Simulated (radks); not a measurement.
Valence configurations of the cerium ion Ce+ (all share [Xe]). Method: scalar-relativistic Kohn-Sham, r2SCAN, spin-polarised, spherical densities, finite nucleus; open shells are filled with parallel spins first (spin-orbit coupling, left out, can overturn this in heavy ions); meta-GGA in the generalised Kohn-Sham scheme; Fermi nuclear charge, rms radius 4.8771 fm; computed with a radial shooting solver on a logarithmic mesh with Libxc functionals. Energies are relative to 4f1 5d2; eigenvalues in eV for spin up.

valence          E (eV)  moment (Bohr magnetons)    e(4f)    e(5d)   e(6p)   e(6s)
4f1.5 5d1.5      -0.324                        3   -6.697   -6.932       -       -
4f1 5d1 6s1      -0.068                        3  -11.284   -8.950       -  -9.079
4f1 5d2           0.000                        3   -9.083   -7.589       -       -
4f2 5d1           0.147                        3   -4.664   -6.326       -       -
4f1 6s2           1.172                        1  -13.628        -       -  -9.461
4f0.5 5d2 6p0.5   3.054                        3  -13.441   -9.393  -5.635       -
4f1 5d1 6p1       3.148                        3  -12.349   -9.667  -6.280       -
5d3               3.534                        3        -   -8.931       -       -
5d2 6s1           4.371                        3        -  -10.476       -  -9.631
5d2 6p1           7.912                        3        -  -11.233  -6.522       -

NIST lists [Xe] 4f1 5d2 as the ground configuration; this level of theory puts 4f1.5 5d1.5 lower, by 0.324 eV. The energies are those of spherical high-spin densities, not of single terms.
